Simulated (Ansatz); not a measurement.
`CN[CH2][AlH][NH2]`, charge 0, multiplicity 1.

Give a relaxed structure at PBE0-D4/def2-TZVP (the Gaussian-basis code of Ansatz). (Best estimate.)

The calculation gave: 
```xyz
14

C    -1.195    1.130   -0.577
N    -0.843   -0.217   -0.963
C     0.599   -0.422   -1.041
Al    1.418   -0.484    0.752
N     0.345   -0.799    2.120
H    -0.748    1.909   -1.219
H    -2.280    1.254   -0.595
H    -0.860    1.319    0.449
H    -1.276   -0.429   -1.853
H     0.788   -1.408   -1.486
H     1.106    0.302   -1.707
H     2.973   -0.312    1.028
H    -0.645   -0.954    2.008
H     0.615   -0.889    3.085
```
This is one stationary point; other conformers may exist.
